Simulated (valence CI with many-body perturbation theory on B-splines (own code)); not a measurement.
Forbidden lines of Er⁴⁷⁺

Computed by valence CI with perturbative core correlation (CI+MBPT): three valence electrons over a frozen Dirac-Fock core [Ar], radial functions for each j: 9 s, 9 p, 10 d, 8 f, 5 g, 3 h, 1 i, with the one-electron correlation potential Σ1, the two-electron term Σ2, the three-electron term Σ3, Breit, model QED; selected CI, second order for the rest (own B-spline code, finite nucleus).

No measured spectrum was set against this ion. As an estimate, large intervals hold to a few tenths of a per cent, small ones and those within an open d or f shell to about a per cent. Only levels of the ground parity were solved; by the run's estimate the other parity begins above the list, which can be wrong where configurations are misplaced.

Lines 1 to 50 of 54 in falling wavelength, among levels below 1407400 cm⁻¹, chosen from the decays that carry over 1 % of a level's rate. Wavelengths and rates use the calculated energies. Electric multipoles are in the length gauge, E1 and E2 with the static RPA response of the core. S is in atomic units (e²a₀⁴ for E2 and M2, e²a₀⁶ for E3), for M1 in squared Bohr magnetons. Weak lines are less certain than strong ones. Lines between different terms over intervals too small for the method are left out, as are lines whose strength nearly cancels. The highest levels of a list are the least certain.

Levels are named by their leading jj configuration (3d3/2^4 stands for four electrons in 3d with j = 3/2), which in mixed levels can hold well under half, so a name can repeat and another be missing. Letters in brackets count levels of one name in rising energy.

```csv
λ vac (Å),Upper,Lower,Type,A (s⁻¹),S (a.u.)
30940,(3d3/2^2 3d5/2) J=9/2,(3d3/2^2 3d5/2) J=7/2,M1,2.49e-01,2.74e+00
1401,(3d3/2^2 3d5/2) J=7/2,(3d3/2^2 3d5/2) J=5/2 [a],M1,5.04e+03,4.10e+00
584.5,(3d3/2 3d5/2^2) J=7/2 [b],(3d3/2 3d5/2^2) J=7/2 [a],M1,1.11e+04,6.57e-01
573.2,(3d3/2^2 3d5/2) J=5/2 [b],(3d3/2^2 3d5/2) J=7/2,M1,5.82e+03,2.44e-01
504.9,(3d3/2^2 3d5/2) J=5/2 [b],(3d3/2^2 3d5/2) J=3/2,M1,2.87e+04,8.23e-01
461.8,(3d3/2 3d5/2^2) J=3/2 [b],(3d3/2 3d5/2^2) J=1/2,M1,2.70e+04,3.94e-01
440.8,(3d3/2 3d5/2^2) J=3/2 [a],(3d3/2^2 3d5/2) J=5/2 [b],M1,2.69e+04,3.42e-01
430.7,(3d5/2^3) J=3/2,(3d3/2 3d5/2^2) J=3/2 [b],M1,5.14e+04,6.09e-01
421.2,(3d3/2 3d5/2^2) J=3/2 [b],(3d3/2 3d5/2^2) J=3/2 [a],M1,4.32e+04,4.79e-01
406.7,(3d3/2^2 3d5/2) J=5/2 [b],(3d3/2^2 3d5/2) J=5/2 [a],M1,8.75e+03,1.31e-01
377.1,(3d3/2 3d5/2^2) J=5/2 [a],(3d3/2^2 3d5/2) J=5/2 [b],M1,1.62e+05,1.93e+00
328.1,(3d5/2^3) J=5/2,(3d3/2 3d5/2^2) J=3/2 [b],M1,1.10e+05,8.60e-01
312.8,(3d3/2 3d5/2^2) J=5/2 [b],(3d3/2^2 3d5/2) J=5/2 [b],M1,3.23e+05,2.20e+00
303.8,(3d3/2 3d5/2^2) J=7/2 [b],(3d3/2^2 3d5/2) J=5/2 [b],M1,6.52e+04,5.42e-01
302.4,(3d5/2^3) J=9/2,(3d3/2 3d5/2^2) J=11/2,M1,7.46e+04,7.64e-01
300.7,(3d3/2 3d5/2^2) J=7/2 [a],(3d3/2^2 3d5/2) J=7/2,M1,3.47e+05,2.80e+00
295.6,(3d3/2^2 3d5/2) J=5/2 [a],(3d3/2^3) J=3/2,M1,9.57e+05,5.50e+00
277.3,(3d3/2 3d5/2^2) J=9/2,(3d3/2^2 3d5/2) J=9/2,M1,6.64e+05,5.25e+00
274.8,(3d3/2 3d5/2^2) J=9/2,(3d3/2^2 3d5/2) J=7/2,M1,3.87e+05,2.97e+00
265.4,(3d5/2^3) J=3/2,(3d3/2 3d5/2^2) J=5/2 [b],M1,4.86e+04,1.35e-01
259.0,(3d3/2^2 3d5/2) J=3/2,(3d3/2^3) J=3/2,M1,7.91e+05,2.04e+00
258.3,(3d3/2 3d5/2^2) J=3/2 [a],(3d3/2^2 3d5/2) J=1/2,M1,2.30e+05,5.87e-01
249.1,(3d5/2^3) J=9/2,(3d3/2 3d5/2^2) J=9/2,M1,8.79e+05,5.04e+00
247.6,(3d3/2 3d5/2^2) J=7/2 [a],(3d3/2^2 3d5/2) J=5/2 [a],M1,1.45e+06,6.53e+00
245.1,(3d3/2 3d5/2^2) J=1/2,(3d3/2^2 3d5/2) J=1/2,M1,1.33e+06,1.45e+00
244.1,(3d3/2^2 3d5/2) J=7/2,(3d3/2^3) J=3/2,E2,7.78e+01,4.81e-04
235.9,(3d3/2^2 3d5/2) J=1/2,(3d3/2^3) J=3/2,M1,2.95e+05,2.87e-01
235.3,(3d3/2 3d5/2^2) J=3/2 [a],(3d3/2^2 3d5/2) J=3/2,M1,1.33e+06,2.58e+00
231.9,(3d5/2^3) J=3/2,(3d3/2 3d5/2^2) J=5/2 [a],M1,8.02e+05,1.48e+00
231.8,(3d3/2 3d5/2^2) J=11/2,(3d3/2^2 3d5/2) J=9/2,M1,4.30e+05,2.38e+00
231.1,(3d5/2^3) J=9/2,(3d3/2 3d5/2^2) J=7/2 [a],M1,1.22e+06,5.56e+00
227.4,(3d3/2 3d5/2^2) J=5/2 [a],(3d3/2^2 3d5/2) J=7/2,M1,6.98e+04,1.83e-01
227.3,(3d5/2^3) J=5/2,(3d3/2 3d5/2^2) J=7/2 [b],M1,3.03e+05,7.90e-01
224.3,(3d3/2 3d5/2^2) J=1/2,(3d3/2^2 3d5/2) J=3/2,M1,7.73e+04,6.47e-02
222.8,(3d5/2^3) J=3/2,(3d3/2 3d5/2^2) J=1/2,M1,5.39e+05,8.84e-01
222.5,(3d5/2^3) J=5/2,(3d3/2 3d5/2^2) J=5/2 [b],M1,5.39e+05,1.32e+00
215.9,(3d3/2 3d5/2^2) J=5/2 [a],(3d3/2^2 3d5/2) J=3/2,M1,7.35e+05,1.64e+00
215.4,(3d3/2 3d5/2^2) J=3/2 [b],(3d3/2^2 3d5/2) J=5/2 [b],M1,7.58e+05,1.12e+00
212.9,(3d5/2^3) J=3/2,(3d3/2 3d5/2^2) J=3/2 [a],M1,8.42e+05,1.21e+00
211.5,(3d3/2 3d5/2^2) J=3/2 [a],(3d3/2^2 3d5/2) J=5/2 [a],M1,6.30e+05,8.85e-01
202.3,(3d3/2 3d5/2^2) J=5/2 [b],(3d3/2^2 3d5/2) J=7/2,M1,3.53e+05,6.50e-01
199.9,(3d3/2 3d5/2^2) J=7/2 [b],(3d3/2^2 3d5/2) J=9/2,M1,2.16e+05,5.13e-01
198.6,(3d3/2 3d5/2^2) J=7/2 [b],(3d3/2^2 3d5/2) J=7/2,M1,2.25e+05,5.23e-01
198.5,(3d5/2^3) J=5/2,(3d3/2 3d5/2^2) J=5/2 [a],M1,6.50e+05,1.13e+00
195.7,(3d3/2 3d5/2^2) J=5/2 [a],(3d3/2^2 3d5/2) J=5/2 [a],M1,1.27e+05,2.11e-01
193.1,(3d3/2 3d5/2^2) J=5/2 [b],(3d3/2^2 3d5/2) J=3/2,M1,7.26e+03,1.16e-02
184.4,(3d5/2^3) J=5/2,(3d3/2 3d5/2^2) J=3/2 [a],M1,8.71e+05,1.22e+00
176.8,(3d3/2 3d5/2^2) J=5/2 [b],(3d3/2^2 3d5/2) J=5/2 [a],M1,2.66e+04,3.27e-02
173.9,(3d3/2 3d5/2^2) J=7/2 [b],(3d3/2^2 3d5/2) J=5/2 [a],M1,5.59e+04,8.73e-02
171.2,(3d3/2^2 3d5/2) J=5/2 [b],(3d3/2^3) J=3/2,M1,9.16e+04,1.02e-01
```
